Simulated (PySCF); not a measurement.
Process, species as SMILES: C=[SiH2] (CH2-SiH2) → C=[SiH-] + H+
B3LYP-D3(BJ)/def2-TZVP geometries, fixed; electronic energies without zero-point terms.
Largest species:
```
Si
C 1 1.7009
H 2 1.0823 1 122.25
H 2 1.0823 3 115.51 1 180.00
H 1 1.4730 2 122.63 3 0.00
H 1 1.4730 5 114.74 2 -180.00
```

Effect of the grid level at r2SCAN/def2-SVP with PySCF, against the last row, where the deprotonation energy is 368.85 kcal/mol. The proton leaves the site shown, which need not be the most acidic. Cost is core time over that of grids.level: 0, rough, on shared machines of one kind.

```csv
setting,"grid points, largest species",largest shift of a total energy (mEh),shift of the deprotonation energy (kcal/mol),cost
grids.level: 0,5192,35.962,0.042,1×
grids.level: 1,21480,-0.134,-0.020,1×
grids.level: 2,44624,0.034,0.001,2×
grids.level: 3,72536,0.010,-0.002,2×
grids.level: 4,120360,-0.008,-0.003,3×
grids.level: 5,180696,0.004,0.001,5×
grids.level: 7,374112,0.000,0.000,7×
```

Within 0.02 kcal/mol in the deprotonation energy: grids.level: 2; grids.level: 3; grids.level: 4; grids.level: 5. The largest shift is 35.962 mEh in a total energy and 0.042 kcal/mol in the difference.
